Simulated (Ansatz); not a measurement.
Total energies of Si(OH)2Me2 (C2H8O2Si) from Ansatz at PBE0-D4/def2-TZVP, gas phase (1 Eh = 27.2114 eV = 2625.5 kJ/mol). The reference geometry is relaxed at PBE-D4/def2-SVP.

```csv
state,geometry,energy (Eh)
charge 0 singlet,reference,-520.83124
charge 1 doublet,reference,-520.45147
charge 1 doublet,relaxed at PBE-D4/def2-SVP,-520.47986
free Si atom (triplet),–,-289.24943
free O atom (triplet),–,-75.01860
free H atom (doublet),–,-0.50104
free C atom (triplet),–,-37.80537
```

(1) Work out the vertical ionisation energy to the doublet.

(2) How much does the charge 1 doublet relax, and what is the adiabatic ionisation energy?

(3) What is the binding energy per atom against free atoms?

(1) E(charge 1 doublet) − E(charge 0 singlet) = -520.45147 − (-520.83124) = 0.37977 Eh = 10.33 eV. For comparison, −ε of the highest occupied level is 8.32 eV at this level, 2.01 eV less.

(2) Relaxation: -520.45147 − (-520.47986) = 0.02839 Eh = 0.77 eV. Adiabatic ionisation energy: 0.35138 Eh = 9.56 eV, without zero-point energy. 

(3) Atoms: 1 × (-289.24943) + 2 × (-75.01860) + 8 × (-0.50104) + 2 × (-37.80537) = -518.90569 Eh. Binding: -518.90569 − (-520.83124) = 1.92555 Eh = 52.40 eV, or 4.03 eV for each of 13 atoms (no zero-point energy, no counterpoise term).
